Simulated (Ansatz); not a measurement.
Coupled-cluster run, CH7OPSi, SMILES `CO[SiH2]P`.

```yaml
crystal:
  periodic: [false, false, false]
  atoms:
    - {symbol: C, position_ang: [0.528148, 1.804116, -0.098147]}
    - {symbol: O, position_ang: [-0.402152, 0.922699, -0.684999]}
    - {symbol: Si, position_ang: [-0.863854, -0.488403, 0.016841]}
    - {symbol: P, position_ang: [0.905036, -1.868629, 0.265838]}
    - {symbol: H, position_ang: [1.500605, 1.321988, 0.052441]}
    - {symbol: H, position_ang: [0.661316, 2.653879, -0.769450]}
    - {symbol: H, position_ang: [0.170433, 2.175809, 0.868990]}
    - {symbol: H, position_ang: [-1.930137, -1.032414, -0.856240]}
    - {symbol: H, position_ang: [-1.393490, -0.249940, 1.391203]}
    - {symbol: H, position_ang: [0.792058, -2.425686, -1.035364]}
    - {symbol: H, position_ang: [0.097337, -2.870518, 0.869388]}
basis:
  gaussian: {orbitals: def2-TZVPP}
correlation: {method: ccsd_t}
```

```sh
$ ansatz run in.yaml --threads 4 --pin off --events-out ev --progress --plain --max-ram 10444MiB
```

Log, shortened:

```
Functional definition: HF
1410 factors; integrals over basis functions are off by at most 1.0e-3 eV
mean field evaluation 1: about -20312.2638 eV, gradient 3.4e1 eV
mean field evaluation 2: about -20312.5978 eV, gradient 3.4e1 eV
mean field evaluation 4: about -20315.4640 eV, gradient 4.3e0 eV
mean field evaluation 8: about -20315.5386 eV, gradient 2.9e-1 eV
mean field evaluation 16: about -20315.5392 eV, gradient 1.6e-6 eV
mean field -20315.53917090 eV, -746.5822941635 hartree, gradient 1.6e-6 eV, S^2 0.000000; 0 other end points of the search recorded, 0 dependent functions left out
12 core orbitals not correlated: weight in the atoms' cores, before any rotation towards them, 1.000 or more for the frozen orbitals, at most 0.000 for the correlated occupied ones
reference -20315.53917090 eV, -746.5822941635 hartree; 13, 13 occupied and 219, 219 virtual orbitals, 1410 factors
second order -18.92469060 eV of doubles, -0.00000000 eV of singles
cycle   1  -19.73640839 eV  change   -8.1e-1 eV  update   1.0e-1
cycle   2  -20.27772812 eV  change   -5.4e-1 eV  update   3.1e-2
cycle   3  -20.38327759 eV  change   -1.1e-1 eV  update   1.5e-2
cycle   4  -20.37450751 eV  change    8.8e-3 eV  update   3.7e-3
cycle   5  -20.37303943 eV  change    1.5e-3 eV  update   1.6e-3
cycle   6  -20.37303728 eV  change    2.2e-6 eV  update   4.7e-4
cycle   7  -20.37274154 eV  change    3.0e-4 eV  update   1.9e-4
cycle   8  -20.37272036 eV  change    2.1e-5 eV  update   5.9e-5
cycle   9  -20.37274686 eV  change   -2.6e-5 eV  update   2.1e-5
perturbative correction -0.77116484 eV, -0.0283397850 hartree
Total energy: -20336.68308260 eV, -747.3593185865 hartree
```

Hardware: 4 threads of an Intel Xeon Platinum 8259CL on a shared host. Wall time 66 s, peak host memory 4.6 GiB.

The correlation energy is -21.144 eV, 3.6 % of it from (T); the T1 diagnostic reads 0.0125.
